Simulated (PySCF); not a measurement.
Which element holds Br most strongly?

PBE in PySCF with def2-TZVPPD on every atom (core potentials on Mo, In, Sn), for the lowest determinant that a PBE0 search found; no spin–orbit coupling. D0 is De less the harmonic zero-point energy.

| M | state (unpaired electrons) | Re (Å) | ωe (cm⁻¹) | D0(MBr) (eV) |
| --- | --- | --- | --- | --- |
| Mo | sextet (σ ↑, π ↑↑, δ ↑↑) | 2.425 | 269 | 3.47 |
| Ga | singlet (closed shell) | 2.394 | 256 | 4.49 |
| As | triplet (π ↑↑) | 2.316 | 304 | 3.09 |
| Sn | doublet (π ↑) | 2.542 | 234 | 3.70 |
| In | singlet (closed shell) | 2.590 | 210 | 4.27 |
| B | singlet (closed shell) | 1.909 | 660 | 4.76 |
| Cu | singlet (closed shell) | 2.198 | 304 | 3.42 |

Task: Order the elements by D0 and give the energy of SnBr + B → BBr + Sn.

Result: B > Ga > In > Sn > Mo > Cu > As; ΔE = 3.70 − 4.76 = -1.06 eV at PBE/def2-TZVPPD. Close neighbours can swap at other levels.

The metal atom is held in its measured ground configuration; semilocal functionals can put another filling of s and d lower by some tenths of an eV, and De to that atom would be smaller. These are scalar-relativistic numbers at best; spin–orbit coupling would shift them, the dissociation energy most. States were picked by a PBE0 search and need not be the measured ground states.
